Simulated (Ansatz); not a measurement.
Bond stretch in SeB (cation, charge +1), lowest triplet found (which spin is the ground state isn't settled by this scan).

- UKS-PBE = unrestricted PBE/cc-pVDZ in Ansatz (a program for electronic structure)
- UKS-CAM-B3LYP = unrestricted CAM-B3LYP/cc-pVDZ (Ansatz)
- FCI = full CI/cc-pVDZ, cores with 3d frozen (Ansatz)

Energies relative to the lowest point of each curve between 1.59 and 2.22 Å, where full CI is lowest, in kJ/mol; the last columns give the error against full CI:

```
R / Å  UKS-PBE  UKS-CAM-B3LYP    FCI  UKS-PBE − FCI  UKS-CAM-B3LYP − FCI
-----  -------  -------------  -----  -------------  -------------------
1.47     334.6          314.5  358.5          -24.0                -44.0
1.59     129.3          115.7  142.6          -13.3                -26.9
1.71      32.8           25.6   38.9           -6.1                -13.3
1.76      13.7            9.0   17.5           -3.8                 -8.5
1.86       0.0            0.0    0.0            0.0                  0.0
1.95       6.8           10.3    3.8            3.0                  6.5
2.00      15.6           20.7   10.9            4.6                  9.8
2.04      24.4           30.5   18.4            6.0                 12.2
2.13      47.8           55.4   38.5            9.3                 16.9
2.22      73.6           81.3   60.8           12.9                 20.5
```

UKS-PBE is furthest from FCI at 1.47 (-24.0 kJ/mol, below); its mean absolute error over the points is 8.3 kJ/mol.

UKS-CAM-B3LYP is furthest from FCI at 1.47 (-44.0 kJ/mol, below); its mean absolute error over the points is 15.9 kJ/mol.

The scan ran from 1.47 to 6.92 Å; beyond the distances shown full CI changes its symmetry label.
